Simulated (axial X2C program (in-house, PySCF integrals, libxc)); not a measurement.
**HfN⁻ at several levels of theory**

Computed with an in-house all-electron X2C program for linear molecules (integrals from PySCF). Spin-free means the one-electron spin-free X2C Hamiltonian; two-component (2c) means X2C with spin–orbit coupling and atomic mean-field two-electron Coulomb and Gaunt terms, so the difference of the two also holds small scalar two-electron terms. Basis: Hf dyall-acv3z [14s15p10d7f4g], N dyall-av3z [7s7p3d2f] (cores contracted in-house); Gaussian nuclei, density fitting, unrestricted open shells. Masses: Hf 179.947 u, N 14.003 u.

Input file and command:
```json
{
 "zs": [
  72,
  7
 ],
 "q": -1,
 "bas": [
  "dyall-acv3z",
  "dyall-av3z"
 ],
 "levels": [
  "PBE0",
  "HF",
  "BHandHLYP"
 ],
 "cc": true,
 "r0": 1.88,
 "thr": -1.0,
 "nmax": 90,
 "npts": 10,
 "nst": 2,
 "ntry": 6
}
```
```bash
python so2c.py task.json out
```

Keys: zs atomic numbers; q charge; bas basis sets; levels methods; cc coupled cluster on or off; r0 starting distance in Å; thr threshold in hartree for freezing inner shells (an s shell follows its p shell); nmax most natural virtual spinors; npts points on the curve; nst determinants followed; ntry starts of the search. HF also brings MP2.

State, spin-free: M_S = 0, Λ = 0 (closed shell); electrons by block: σα: 16, σβ: 16, π+α: 8, π+β: 8, π-α: 8, π-β: 8, δ+α: 3, δ+β: 3, δ-α: 3, δ-β: 3, φ+α: 1, φ+β: 1, φ-α: 1, φ-β: 1. Fragments: Hf- + N.

State, 2c: Ω = 0 (closed shell); electrons by block: 1/2: 24, -1/2: 24, 3/2: 11, -3/2: 11, 5/2: 4, -5/2: 4, 7/2: 1, -7/2: 1. Fragments: Hf- + N.

| Hamiltonian | level | Re (Å) | ωe (cm⁻¹) | ωexe (cm⁻¹) | k (mdyn/Å) | μ (D) |
| --- | --- | --- | --- | --- | --- | --- |
| spin-free | PBE0 | 1.731 | 1007.3 | 2.91 | 7.77 | -3.94 |
| spin-free | HF | 1.719 | 1038.0 | 2.41 | 8.25 | -3.71 |
| spin-free | MP2 | 1.778 | 935.2 | 3.78 | 6.7 | n/a |
| spin-free | CCSD | 1.756 | 974.5 | 2.87 | 7.27 | n/a |
| spin-free | CCSD(T) | 1.775 | 932.7 | 3.12 | 6.66 | n/a |
| spin-free | BHandHLYP | 1.726 | 1025.2 | 2.73 | 8.04 | -4.19 |
| 2c | PBE0 | 1.729 | 1008.0 | 2.92 | 7.78 | -3.89 |
| 2c | HF | 1.717 | 1039.1 | 2.42 | 8.26 | -3.68 |
| 2c | CCSD | 1.755 | 975.2 | 2.88 | 7.28 | n/a |
| 2c | CCSD(T) | 1.773 | 933.7 | 3.12 | 6.67 | n/a |
| 2c | BHandHLYP | 1.724 | 1026.0 | 2.74 | 8.06 | -4.14 |

Correlated methods: 10 electrons correlated (number of frozen shells: Hf 5 s, 4 p, 2 d, 1 f; N 1 s), 334 virtual spin orbitals or spinors in MP2, 90 natural virtuals in coupled cluster.

Dipoles are positive if N is the positive end and refer to the centre of mass.

The state is a single determinant with fixed occupations, the lowest that a limited PBE0 search found. Closed shells are restricted here (equal orbitals for both partners); the stretched side of such a curve lies too high. De is not given where an atomic determinant may have missed its ground term or J level, or where the truncated virtual space spoils (T). CCSD and (T) use frozen natural virtuals with an MP2 correction for the truncation; (T) itself is uncorrected, so its De runs slightly low. The functionals have no current-density term, which raises determinants with orbital currents, atoms included. The outer-core s and p shells of the metal are frozen in the correlated rows, which leaves out core–valence correlation; for alkali and alkaline-earth bonds that tends to lengthen them. The T1 diagnostic is large, a sign of multireference character. The stretched end of a curve changes character and is left out. With the outer-core shells frozen, correlated bond lengths of heavy atoms tend to come out a few hundredths of an ångström too long.

No reliable constants came from MP2 (2c): no minimum in range, unconverged points, a curve that is not smooth, a change of character along it, or the two Hamiltonians disagreeing along it.

Rough cost a point (2c) on 1 thread(s) of a shared host, integrals apart: PBE0 1.4 s, HF 1.4 s, CCSD(T) 11 s, BHandHLYP 1.5 s.

The whole task took 8.5 min on 1 thread of Intel(R) Xeon(R) Platinum 8259CL CPU @ 2.50GHz (Skylake/Cascade Lake), with other jobs on the host.
